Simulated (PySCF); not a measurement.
**Structure elucidation problem**

Molecular formula: C$_{4}$H$_{7}$FO$_{2}$Si$_{2}$. Simulated spectra:

¹H NMR (400 MHz, computed): δ 8.16 (s, 1H), 5.45 (m, 1H), 5.34 (m, 1H), 5.01 (m, 1H), 2.01 (s, 3H).

¹³C{¹H} NMR (computed): δ 187.9 (C), 166.6 (CH), 154.4 (C), 15.4 (CH3).

Computational details: coordinates at the GFN2-xTB level, NMR shieldings at PBE0/pcSseg-1/GIAO, in PySCF (one conformer, no relativistic terms, isolated molecule, equivalent nuclei averaged).

Referencing at the same level of theory: ¹H (31.72 ppm), ¹³C (186.93 ppm) vs TMS.

Question: Choose the structure that fits.
A. CC1=C(F)[SiH2][Si@H]1OC=O
B. O=C1OCC=C1[SiH2][SiH2]F
C. CC1=C(OC=O)[SiH2][Si@@H]1F

Answer: A. 

1. The formula gives 3 degrees of unsaturation (1 ring in the answer).
2. 4 carbon signals for 4 carbons: no two carbons are equivalent.
3. Carbon types of the structure: 2 × C, 1 × CH, 1 × CH3, leaving 3 H on heteroatoms.
4. δC 187.9, 154.4: fully substituted alkene carbon.
5. δC 166.6: carbonyl carbon.
6. δC 15.4: allylic methyl carbon; aliphatic region, no heteroatom directly attached.
7. δH 8.16: hydrogen on a carbonyl carbon.
8. δH 2.01: hydrogen on an allylic methyl carbon; allylic position.

The others: O=C1OCC=C1[SiH2][SiH2]F would give 4 signals for carbon-bound and other non-exchanging H, not 5; CC1=C(OC=O)[SiH2][Si@@H]1F has carbons computed at 167.5, 164.5, 163.3, 17.5.

Splittings by ¹⁹F in the carbon and heteronuclear signals aren't shown, as no couplings were computed. Shifts are as computed. Against solution values, carbons near 30 ppm lie about +3 ppm off and those near 130 ppm about +5 ppm. Of 1309 compounds with measured shifts, 239 miss one by over three times the rms of a fit or turn the order of signals round; such compounds aren't used in these exercises. No couplings were computed; multiplicities are counted from neighbouring protons, with m where these are inequivalent, close in shift, in a saturated or five-membered ring or joined by F or P, and br s for small geminal =CH2 splittings.
